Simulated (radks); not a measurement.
Ge29+, 3 electrons, occupied as 1s1.75 2s1 3s0.25 (fractional occupations, a model configuration).

Method: scalar-relativistic Kohn-Sham, r2SCAN, spin-polarised, spherical densities, finite nucleus; open shells are filled with parallel spins first; meta-GGA in the generalised Kohn-Sham scheme; Fermi nuclear charge, rms radius 4.0742 fm; computed with a radial shooting solver on a logarithmic mesh with Libxc functionals.

Energy parts (hartree):
part                       energy
total                 -1026.21376
kinetic                1053.96915
electron-nucleus      -2106.86363
Hartree                  46.95430
exchange-correlation    -20.27358

Orbitals (lengths in bohr, moments of r in powers of bohr; r(max) is where P^2 peaks; r(90%) holds 90 % of the orbital's charge):
1s up: occ. 1; eigenvalue (hartree) -490.2691; <1/r> 32.64; r(90%) 0.0829; <r^2> 0.002902; r(max) 0.03057
1s down: occ. 0.75; eigenvalue (hartree) -488.7097; <1/r> 32.60; r(90%) 0.0830; <r^2> 0.002908; r(max) 0.03062
2s up: occ. 1; eigenvalue (hartree) -116.8931; <1/r> 7.899; r(90%) 0.291; <r^2> 0.04244; r(max) 0.1653
2p up: occ. 0; eigenvalue (hartree) -113.3913; <1/r> 7.720; r(90%) 0.261; <r^2> 0.03188; r(max) 0.1299
3s up: occ. 0.25; eigenvalue (hartree) -50.23618; <1/r> 3.398; r(90%) 0.633; <r^2> 0.2190; r(max) 0.4227
4s up: occ. 0; eigenvalue (hartree) -26.86776; <1/r> 1.935; r(90%) 1.11; <r^2> 0.6952; r(max) 0.7993

The highest occupied level is 3s up at -1367.0 eV. The configuration is held as typed, so some empty levels lie below it. The electron density at the nucleus is 2.739e+04 e/bohr^3 (large components only).
